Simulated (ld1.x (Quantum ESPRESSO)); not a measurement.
u(r) = r·R(r): atom against pseudo-atom (Li)

Columns: radius, all-electron u(r) and pseudo u(r) of the 2p shell (level -1.09 eV) of lithium in the configuration [He] 2s1 2p0; PBE, scalar-relativistic, TM scheme, ld1.x (Quantum ESPRESSO) 7.5.

```
r (bohr)  all-electron  pseudo
   0.210        0.0155  0.0063
   0.420        0.0482  0.0245
   0.630        0.0870  0.0535
   0.840        0.1272  0.0910
   1.050        0.1667  0.1341
   1.260        0.2042  0.1800
   1.470        0.2389  0.2254
   1.680        0.2705  0.2680
   1.890        0.2998  0.3058
   2.100        0.3274  0.3378
   2.310        0.3522  0.3638
   2.520        0.3738  0.3843
   2.730        0.3920  0.4000
   2.940        0.4067  0.4120
   3.150        0.4180  0.4209
   3.360        0.4261  0.4273
   3.570        0.4310  0.4314
   3.780        0.4331  0.4331
   3.990        0.4325  0.4325
   4.200        0.4297  0.4297
   4.410        0.4248  0.4248
   4.620        0.4183  0.4183
   4.830        0.4104  0.4104
   5.040        0.4013  0.4013
   5.250        0.3914  0.3914
   5.460        0.3808  0.3808
```

Question: How many radial nodes do the two functions have?

Answer: The all-electron 2p function has n − l − 1 = 0; the pseudo-wave has 0.

Question: At about which radius was the pseudo-wave matched?

Answer: 4.20 bohr. The columns agree to 0.0005 from 3.57 bohr on; several derivatives are matched, so the curves merge somewhat inside the radius.

Question: Is the pseudo-wave norm-conserving?

Answer: Yes: the TM scheme keeps the norm inside the radius equal to the all-electron one, which fixes the energy derivative of the logarithmic derivative at the level.
